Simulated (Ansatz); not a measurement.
Start from `F[SiH2][SiH](F)F` and change one atom or group to get `C[SiH2][SiH](F)F`.

Ansatz, PBE0-D4/def2-TZVP geometries, multiplicity 1. Each molecule was computed in one conformer, which needn't be the lowest.

```tsv
property	`F[SiH2][SiH](F)F`
HOMO energy (PBE/def2-TZVPP) / eV	-7.32
LUMO energy (PBE/def2-TZVPP) / eV	-2.10
LUMO energy (PBE0/def2-TZVPP) / eV	-1.24
LUMO energy (B3LYP/def2-TZVPP) / eV	-1.43
LUMO energy (ωB97M-V/def2-TZVPP) / eV	0.55
HOMO–LUMO gap (ωB97M-V/def2-TZVPP) / eV	11.26
```

Task: Give the same properties after the change, and the shifts. (Best estimate.)

Result: The calculation gave: 
| property | `C[SiH2][SiH](F)F` | shift |
| --- | --- | --- |
| HOMO energy (PBE/def2-TZVPP) / eV | -6.98 | 0.34 |
| LUMO energy (PBE/def2-TZVPP) / eV | -1.22 | 0.88 |
| LUMO energy (PBE0/def2-TZVPP) / eV | -0.40 | 0.84 |
| LUMO energy (B3LYP/def2-TZVPP) / eV | -0.59 | 0.84 |
| LUMO energy (ωB97M-V/def2-TZVPP) / eV | 1.29 | 0.74 |
| HOMO–LUMO gap (ωB97M-V/def2-TZVPP) / eV | 11.58 | 0.32 |

With PBE0 the HOMO rises by 0.41 eV and the LUMO rises by 0.84 eV, so the gap widens by about 0.43 eV. PBE moves the HOMO by 0.34 eV and ωB97M-V by 0.41 eV. The zero-point energy changes by 88.6 kJ/mol with +9 modes.

B3LYP here is the variant with VWN-RPA as its local correlation; programs differ in this.
